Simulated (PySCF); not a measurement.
SMILES [GeH3][CH2][CH2][GeH3] (GFN2-xTB optimised geometry):

```
14

Ge     2.251    -0.712     0.000
C      0.278    -0.712     0.000
C     -0.284     0.705     0.000
Ge    -2.257     0.710     0.011
H      2.783    -0.006     1.207
H      2.831    -2.092    -0.012
H      2.783     0.014    -1.195
H     -0.082    -1.256     0.877
H     -0.083    -1.257    -0.876
H      0.081     1.250     0.874
H      0.073     1.247    -0.879
H     -2.799    -0.021    -1.177
H     -2.831     2.092    -0.004
H     -2.785     0.012     1.224
```

Calculation: PBE/def2-TZVP (PySCF).

### Question
What are the frontier orbital energies and the dipole moment?

### Answer
HOMO-2 -8.00 eV, HOMO-1 -8.00 eV, HOMO -6.61 eV, LUMO -0.21 eV, LUMO+1 0.28 eV; dipole moment 0.01 D.

Meta-Löwdin charges at PBE/def2-TZVP: Ge1 0.30, C2 -0.38, C3 -0.38, Ge4 0.30, H5 -0.05, H6 -0.05, H7 -0.05, H8 0.12, H9 0.12, H10 0.12, H11 0.12, H12 -0.05, H13 -0.05, H14 -0.05.
